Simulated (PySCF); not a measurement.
Excitations are Tamm–Dancoff values on a coarser integration grid. The basis has no diffuse functions, so Rydberg states are missing or too high.

# C3H9Al, SMILES `[CH3][Al]([CH3])[CH3]` (charge 0, multiplicity 1)

Computed with ωB97X-D3(BJ)/def2-TZVP // B3LYP-D3(BJ)/def2-TZVP (PySCF 2.14.0).

The HOMO is -10.00 eV and the dipole moment is 0.00 D. The HOMO–LUMO gap is 11.49 eV, the LUMO comes out as 1.50 eV and the S1 excitation (TDA) comes out as 5.99 eV. The S1 oscillator strength is 0.000. The brightest of the four lowest singlets (TDA) is 7.27 eV. The T1 excitation (TDA) is 5.74 eV. The S1–T1 gap (TDA) is 0.25 eV. The vertical ionisation energy (Delta-SCF) is 9.88 eV and the total energy comes out as -362.3388 Ha. The cost comes out as roughly 5 core-minutes.

```xyz
13

C      1.9322    -0.0283    -0.3382
Al    -0.0001    -0.0001     0.0000
C     -0.9981    -1.6842     0.1295
C     -0.9344     1.7125     0.2083
H      2.4753     0.5297     0.4316
H      2.3508    -1.0363    -0.3768
H      2.1668     0.4630    -1.2888
H     -2.0633    -1.5428     0.3250
H     -0.5951    -2.3178     0.9266
H     -0.9048    -2.2656    -0.7940
H     -1.3590     1.8013     1.2143
H     -0.2908     2.5798     0.0460
H     -1.7795     1.7888    -0.4835
```
